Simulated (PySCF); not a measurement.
**Na₂I₂: fields on a plane**

Method: PBE0/[Na def2-TZVP, I def2-TZVP with ECP28], scalar-relativistic core potentials, density fitting, no spin–orbit coupling, PySCF.

The singlet minimum has Na–I 2.909 Å (×4); I–Na–I 108.4° (×2), Na–I–Na 71.6° (×2).

The plane holds Na1 at (0.00, 0.00), Na2 at (3.40, 0.00), I3 at (1.70, 2.36), I4 at (1.70, -2.36) Å. Columns run from x = -1.95 to 5.85 Å, rows from y = 4.65 (top) to -4.35 Å, in steps of 0.3 Å. Other isomers or separated fragments may lie lower. Core electrons replaced by a potential are absent, the electrostatic potential uses the reduced nuclear charge, and values within about 0.7 Å of such atoms have no physical meaning.

Task: Give the lowest empty orbital (Å^-3/2) at -1.21 eV (cut at ±0.3; overall sign arbitrary). Every second row and column.

Result: 
```
 0.01  0.01  0.01  0.02  0.02  0.02  0.02  0.02  0.02  0.02  0.01  0.01  0.01  0.01
 0.01  0.02  0.02  0.02  0.03  0.03  0.03  0.03  0.03  0.02  0.02  0.02  0.02  0.01
 0.02  0.03  0.03  0.03  0.03  0.03  0.04  0.03  0.03  0.03  0.03  0.03  0.02  0.02
 0.03  0.04  0.04  0.04  0.02  0.00 -0.01 -0.01  0.02  0.04  0.04  0.04  0.03  0.03
 0.05  0.06  0.06  0.05  0.01 -0.06  0.06 -0.04 -0.01  0.04  0.06  0.06  0.05  0.04
 0.06  0.08  0.08  0.06  0.01 -0.08 -0.12 -0.10  0.00  0.05  0.08  0.08  0.07  0.05
 0.08  0.10  0.10  0.07  0.03 -0.02 -0.06 -0.03  0.02  0.06  0.09  0.10  0.09  0.06
 0.10  0.12  0.09 -0.04  0.02  0.02  0.01  0.02  0.02 -0.05  0.07  0.12  0.10  0.07
 0.10  0.12  0.07 -0.26  0.00  0.03  0.02  0.03  0.02 -0.18  0.04  0.12  0.10  0.08
 0.09  0.11  0.10  0.05  0.03  0.01 -0.02  0.00  0.03  0.04  0.09  0.11  0.09  0.07
 0.07  0.09  0.09  0.07  0.02 -0.05 -0.11 -0.07  0.01  0.06  0.09  0.09  0.08  0.06
 0.06  0.07  0.07  0.05  0.00 -0.08  0.08 -0.08 -0.01  0.05  0.07  0.07  0.06  0.04
 0.04  0.05  0.05  0.04  0.01 -0.03 -0.01 -0.03  0.01  0.04  0.05  0.05  0.04  0.03
 0.03  0.03  0.03  0.03  0.03  0.02  0.02  0.02  0.03  0.03  0.04  0.03  0.03  0.02
 0.02  0.02  0.02  0.03  0.03  0.03  0.04  0.03  0.03  0.03  0.02  0.02  0.02  0.01
 0.01  0.01  0.02  0.02  0.02  0.02  0.03  0.03  0.02  0.02  0.02  0.01  0.01  0.01
```

Task: Give the electron localisation function (set to 0 where the density is under 0.005 e/Å³). Lower edges of the bins: '0' 0.000, '1' 0.086, '2' 0.173, '3' 0.259, '4' 0.345, '5' 0.431, '6' 0.518, '7' 0.604, '8' 0.690, '9' 0.777; top 0.86.

Result: 
```
000000000123332100000000000
000000002355665431000000000
000000134678887653100000000
000000246889999875310000000
000002468998889987520000000
000003578974336898631000000
000024689734862698752000000
000025789539185388753000000
000035789539076389864200000
000036789726983599864200000
000013589952224898642100000
000000026987678984100000000
000000000489998610000000000
000003540027874002541000000
000048997102330059996100000
000169669400000199298200000
000169669400000199298200000
000048997102330059996100000
000003540027874002541000000
000000000489998610000000000
000000026987678984100000000
000013589952224898642100000
000036789726983599864200000
000035789539076389864200000
000025789539185388753000000
000024689734862698752000000
000003578974336898631000000
000002468998889987520000000
000000246889999875310000000
000000134678887653100000000
000000002355665431000000000
```
